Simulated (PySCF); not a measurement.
Job for PySCF: R-MP2/6-31G* on CH4 (SMILES C).

```python
from pyscf import gto, scf, dft, mp
from pyscf.data.elements import chemcore

mol = gto.M(
    atom='''
    C     0.19161950   -0.02034643    0.48587201
    H    -0.76427606   -0.21949003    0.96821516
    H     0.06408628   -0.05296463   -0.59477685
    H     0.54676391    0.97079240    0.76888363
    H     0.91561980   -0.78158282    0.77782672
    ''',
    basis='6-31g*',
    cart=True,
    charge=0, spin=0, verbose=3, max_memory=1800)
mf = scf.RHF(mol)
mf.conv_tol = 1e-8
mf.max_cycle = 100
mf.kernel()
if not mf.converged:
    mf = mf.newton().run(mf.mo_coeff, mf.mo_occ)
pt = mp.MP2(mf, frozen=chemcore(mol)).run()
```

Q: Give the final energy of this run.

A: -40.3325 hartree.
